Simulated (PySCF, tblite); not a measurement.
C₄H₅NO₃.
Atom-mapped SMILES: `[CH3:1][NH:2][c:3]1[cH:4][o:5][c:6](=[O:7])[o:8]1` (hydrogens: H9, H10, H11 on C1; H12 on N2; H13 on C4)

Computed with GFN2-xTB (tblite), gas phase: nudged elastic band of 9 images (0 to 8), spring 0.2 eV/Å², climbing image at the end, force threshold 0.05 eV/Å. The top image wasn't refined or checked by frequencies; at this threshold it can lie a kcal/mol or more above the true saddle point of the method.

Path: rotation about C3–N2 (unsaturated ring carbon, nitrogen bonded to 2 C and H), followed by the dihedral C4–C3–N2–C1.

Image 0 (start, dihedral 162°):
```
atom  x, y, z in Å
C1      1.950   -0.659   -0.110
N2      1.109    0.518   -0.183
C3     -0.236    0.397   -0.012
C4     -1.205    1.287    0.278
O5     -2.424    0.627    0.210
C6     -2.175   -0.645   -0.111
O7     -2.978   -1.510   -0.255
O8     -0.827   -0.817   -0.249
H9      1.456   -1.470   -0.639
H10     2.897   -0.437   -0.597
H11     2.140   -0.975    0.921
H12     1.501    1.358    0.218
H13    -1.212    2.327    0.511
```

Image 8 (end, -0.049 eV, dihedral -20°):
```
atom  x, y, z in Å
C1      2.044    0.064   -0.391
N2      1.039   -0.070    0.637
C3     -0.275   -0.021    0.287
C4     -0.938    0.465   -0.779
O5     -2.296    0.318   -0.537
C6     -2.436   -0.255    0.660
O7     -3.459   -0.537    1.195
O8     -1.197   -0.483    1.192
H9      1.875    0.997   -0.928
H10     3.021    0.106    0.085
H11     2.029   -0.762   -1.110
H12     1.235   -0.740    1.367
H13    -0.646    0.920   -1.697
```

Q: What do the inner images look like?

A: 
Image 1: +0.036 eV, dihedral -174°
```
atom  x, y, z in Å
C1      1.942   -0.649   -0.180
N2      1.123    0.531   -0.002
C3     -0.232    0.409    0.061
C4     -1.222    1.320    0.116
O5     -2.430    0.644    0.081
C6     -2.159   -0.662   -0.011
O7     -2.952   -1.546   -0.071
O8     -0.806   -0.837   -0.024
H9      1.466   -1.287   -0.922
H10     2.914   -0.334   -0.553
H11     2.077   -1.226    0.740
H12     1.518    1.253    0.582
H13    -1.245    2.384    0.167
```

Image 2: +0.117 eV, dihedral -154°
```
atom  x, y, z in Å
C1      1.936   -0.606   -0.246
N2      1.133    0.541    0.134
C3     -0.228    0.406    0.119
C4     -1.212    1.308   -0.037
O5     -2.419    0.644   -0.037
C6     -2.158   -0.668    0.088
O7     -2.964   -1.541    0.110
O8     -0.815   -0.845    0.189
H9      1.495   -1.048   -1.137
H10     2.935   -0.247   -0.489
H11     2.006   -1.374    0.529
H12     1.505    1.062    0.917
H13    -1.219    2.368   -0.156
```

Image 3: +0.187 eV, dihedral -135°
```
atom  x, y, z in Å
C1      1.940   -0.533   -0.308
N2      1.137    0.541    0.262
C3     -0.227    0.389    0.174
C4     -1.181    1.258   -0.183
O5     -2.396    0.629   -0.160
C6     -2.177   -0.659    0.191
O7     -3.012   -1.497    0.290
O8     -0.855   -0.836    0.408
H9      1.544   -0.770   -1.293
H10     2.956   -0.159   -0.422
H11     1.955   -1.445    0.295
H12     1.459    0.794    1.190
H13    -1.147    2.288   -0.463
```

Image 4 (top): +0.201 eV, dihedral -115°
```
atom  x, y, z in Å
C1      1.954   -0.439   -0.360
N2      1.129    0.502    0.395
C3     -0.232    0.356    0.230
C4     -1.133    1.177   -0.320
O5     -2.365    0.590   -0.285
C6     -2.216   -0.628    0.293
O7     -3.088   -1.414    0.469
O8     -0.919   -0.799    0.625
H9      1.601   -0.465   -1.389
H10     2.975   -0.065   -0.351
H11     1.938   -1.455    0.045
H12     1.396    0.487    1.375
H13    -1.046    2.154   -0.744
```

Image 5: +0.154 eV, dihedral -92°
```
atom  x, y, z in Å
C1      1.977   -0.329   -0.399
N2      1.109    0.409    0.517
C3     -0.242    0.302    0.279
C4     -1.073    1.062   -0.446
O5     -2.333    0.531   -0.390
C6     -2.273   -0.571    0.393
O7     -3.187   -1.284    0.650
O8     -1.002   -0.735    0.823
H9      1.661   -0.134   -1.421
H10     2.993    0.036   -0.269
H11     1.959   -1.410   -0.224
H12     1.331    0.165    1.477
H13    -0.924    1.958   -1.008
```

Image 6: +0.075 eV, dihedral -70°
```
atom  x, y, z in Å
C1      2.003   -0.212   -0.420
N2      1.084    0.275    0.603
C3     -0.254    0.225    0.309
C4     -1.013    0.917   -0.555
O5     -2.310    0.468   -0.458
C6     -2.337   -0.492    0.485
O7     -3.293   -1.109    0.824
O8     -1.084   -0.657    0.981
H9      1.717    0.205   -1.382
H10     3.006    0.125   -0.171
H11     2.002   -1.305   -0.494
H12     1.277   -0.145    1.505
H13    -0.803    1.705   -1.244
```

Image 7: 0.000 eV, dihedral -47°
```
atom  x, y, z in Å
C1      2.026   -0.088   -0.420
N2      1.061    0.114    0.646
C3     -0.264    0.124    0.317
C4     -0.962    0.736   -0.657
O5     -2.297    0.408   -0.499
C6     -2.395   -0.390    0.571
O7     -3.391   -0.880    0.995
O8     -1.152   -0.576    1.101
H9      1.766    0.553   -1.258
H10     3.012    0.188   -0.055
H11     2.051   -1.127   -0.767
H12     1.242   -0.448    1.468
H13    -0.701    1.387   -1.459
```

The largest changes of bonds and angles from start to top: C3–O8 1.370 → 1.401 Å, C4–O5 1.387 → 1.366 Å, O5–C6 1.335 → 1.356 Å, C6–O8 1.366 → 1.349 Å, C1–N2–H12 115.5 → 109.9°, C1–N2–C3 119.6 → 115.3°, N2–C3–O8 118.9 → 122.5°. GFN2-xTB torsional profiles can miss by a kcal/mol or more and can put conformers in the wrong order.

Q: What do single points at PBE0/pcSseg-1 (PySCF, no dispersion term) give on some images?

A: 
```json
{"image": "0", "GFN2-xTB E (eV)": "0.000", "DFT E (eV)": "0.000", "HOMO (eV)": "-6.07", "LUMO (eV)": "0.85", "dipole (D)": "6.14"}
{"image": "2", "GFN2-xTB E (eV)": "0.117", "DFT E (eV)": "0.032", "HOMO (eV)": "-6.41", "LUMO (eV)": "0.26", "dipole (D)": "5.61"}
{"image": "4", "GFN2-xTB E (eV)": "0.201", "DFT E (eV)": "-0.019", "HOMO (eV)": "-7.20", "LUMO (eV)": "-0.01", "dipole (D)": "4.94"}
{"image": "6", "GFN2-xTB E (eV)": "0.075", "DFT E (eV)": "0.039", "HOMO (eV)": "-6.54", "LUMO (eV)": "0.24", "dipole (D)": "5.47"}
{"image": "8", "GFN2-xTB E (eV)": "-0.049", "DFT E (eV)": "-0.075", "HOMO (eV)": "-6.21", "LUMO (eV)": "0.87", "dipole (D)": "6.33"}
```

Energies count from image 0 at each level. At the GFN2-xTB top the DFT energy is -0.4 kcal/mol against 4.6; the geometries weren't optimised at the DFT level.

What follows is the cost of the whole band run. The run took 6.0 s wall on one thread of an Intel Xeon at 2.50 GHz, on a shared host, and the process peaked at 0.18 GiB of memory.
